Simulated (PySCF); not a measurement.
Vertical excitations of a molecule CH5ClFNSi from PySCF with TDA-PBE/def2-SVPD, as energy in eV (oscillator strength): 5.25 (0.051), 5.34 (0.007), 5.72 (0.035), 6.32 (0.031), 6.76 (0.036), 7.07 (0.006), 7.25 (0.039), 7.34 (0.034), 7.53 (0.045), 7.59 (0.003). Lowest triplet (TDA): 4.79 eV. The structure is a stationary point at B3LYP-D3(BJ)/def2-SVP. Other conformers were not sampled.

Pick the molecule that these values belong to.
A. C[Si@@](N)(F)Cl
B. CN[Si@H](F)Cl
C. N[Si@@H](Cl)CF
D. NC[Si@H](F)Cl

D, NC[Si@H](F)Cl
